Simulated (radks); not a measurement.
Question: The table gives one normalised radial function P(r) = r R(r) of I21+ in [Ar] 3d10 4s2 4p2 (r in bohr). All-electron calculation, scalar-relativistic Kohn-Sham, PBEsol, spin-polarised, spherical densities, finite nucleus; open shells are filled with parallel spins first (spin-orbit coupling, left out, can overturn this in heavy ions); Fermi nuclear charge, rms radius 4.75 fm. Program: a radial shooting solver on a logarithmic mesh with Libxc functionals.

r	P
0.003642	0.0146
0.005263	0.0277
0.007604	0.0518
0.01099	0.0948
0.01587	0.1674
0.02293	0.2789
0.03314	0.4242
0.04788	0.5564
0.06917	0.5573
0.09995	0.2657
0.1444	-0.3366
0.2086	-0.8411
0.3015	-0.5379
0.4356	0.6246
0.6293	1.4295
0.9093	0.9833
1.314	0.2444
1.898	0.0165

Which n and l does it have? It may be an empty orbital.

Answer: n = 4, l = 1: the number of nodes gives n - l - 1 = 2, the rise at small r (about r^(l+1), flatter next to the nucleus through relativity) gives l, and the extent must fit the shell. The curve is that of 4p down; the table hardly tells the two spins apart. 4p down (empty): eigenvalue -620.61 eV, 2 radial nodes at r = 0.119, 0.364 bohr, <r> = 0.681 bohr, 90 % of the charge inside 0.972 bohr.
